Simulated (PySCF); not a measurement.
Compound: BGeH₉Si₂.
Numbering: `[BH2:1][Si@H:2]([SiH3:3])[GeH3:4]` (hydrogens: H5, H6 on B1; H7 on Si2; H8, H9, H10 on Si3; H11, H12, H13 on Ge4)

Method: PBE0-D3(BJ)/def2-SVP geometry optimisation, gas phase (PySCF 2.14.0); density fitting, grid level 1; the optimiser is geomeTRIC in internal coordinates, started from a GFN2-xTB structure with every atom displaced at random (about 0.01 Å).

The end geometry, which sets the zero of energy:
```
atom  x, y, z in Å
B1      0.2507    2.0129    0.9054
Si2     0.3911    0.5710   -0.4651
Si3    -1.3612   -0.9624   -0.1347
Ge4     2.3798   -0.6924   -0.0422
H5      0.1606    3.1846    0.6276
H6      0.2567    1.6988    2.0733
H7      0.3940    1.0194   -1.8948
H8     -1.2478   -2.0890   -1.1118
H9     -2.6978   -0.3134   -0.3058
H10    -1.2688   -1.5126    1.2529
H11     2.3182   -1.2729    1.3836
H12     2.4851   -1.8554   -1.0475
H13     3.6445    0.1796   -0.1653
```

Question: These geometries come from the run, each turned onto the end geometry. Order them by energy, lowest first.
A.
```
atom  x, y, z in Å
B1      0.2562    2.0257    0.9018
Si2     0.3875    0.5656   -0.4495
Si3    -1.3703   -0.9661   -0.1267
Ge4     2.3709   -0.7044   -0.0325
H5      0.1483    3.1923    0.6061
H6      0.2819    1.7454    2.0783
H7      0.3935    1.0141   -1.8785
H8     -1.2270   -2.0672   -1.1296
H9     -2.7071   -0.3205   -0.3072
H10    -1.2948   -1.5441    1.2491
H11     2.3486   -1.3103    1.3812
H12     2.4881   -1.8513   -1.0563
H13     3.6294    0.1891   -0.1606
```
B.
```
atom  x, y, z in Å
B1      0.2774    2.0207    0.9238
Si2     0.3412    0.5826   -0.3523
Si3    -1.4137   -0.9683   -0.1642
Ge4     2.3788   -0.6486   -0.0524
H5      0.0990    3.1536    0.5857
H6      0.3434    1.8386    2.0655
H7      0.4159    0.9702   -1.7797
H8     -1.2728   -2.0650   -1.1179
H9     -2.7028   -0.3338   -0.3500
H10    -1.4327   -1.5709    1.1898
H11     2.5025   -1.3053    1.3075
H12     2.5486   -1.8107   -0.9784
H13     3.6204    0.1054   -0.2018
```
C.
```
atom  x, y, z in Å
B1      0.2519    2.0236    0.8995
Si2     0.3841    0.5643   -0.4490
Si3    -1.3697   -0.9693   -0.1180
Ge4     2.3559   -0.7092   -0.0233
H5      0.1579    3.1820    0.5854
H6      0.2932    1.7618    2.0829
H7      0.3906    1.0222   -1.8756
H8     -1.2031   -2.0523   -1.1392
H9     -2.7066   -0.3178   -0.3067
H10    -1.3066   -1.5621    1.2533
H11     2.3536   -1.3357    1.4022
H12     2.4741   -1.8629   -1.0729
H13     3.6300    0.2238   -0.1629
```

Answer: A (0.003 eV), C (0.034 eV), B (0.310 eV).

In the order of the answer:

```json
{"step": "2", "E above end (eV)": "0.003", "largest force (eV/Å)": "0.20", "rms force component (eV/Å)": "0.044", "rms distance from end (Å)": "0.029", "rms bond change (Å)": "0.003", "bond most changed (Å)": "Ge4–H13 +0.008"}
{"step": "1", "E above end (eV)": "0.034", "largest force (eV/Å)": "0.67", "rms force component (eV/Å)": "0.179", "rms distance from end (Å)": "0.045", "rms bond change (Å)": "0.016", "bond most changed (Å)": "Ge4–H13 +0.044"}
{"step": "0", "E above end (eV)": "0.310", "largest force (eV/Å)": "1.72", "rms force component (eV/Å)": "0.580", "rms distance from end (Å)": "0.114", "rms bond change (Å)": "0.042", "bond most changed (Å)": "Ge4–H13 -0.081"}
```

The cost below is that of the whole optimisation. Hardware: Arm Neoverse V1, one thread, no GPU, shared host with 32 logical CPUs at a one-minute load of 28. Cost: 57 s, 0.54 GiB resident at most.
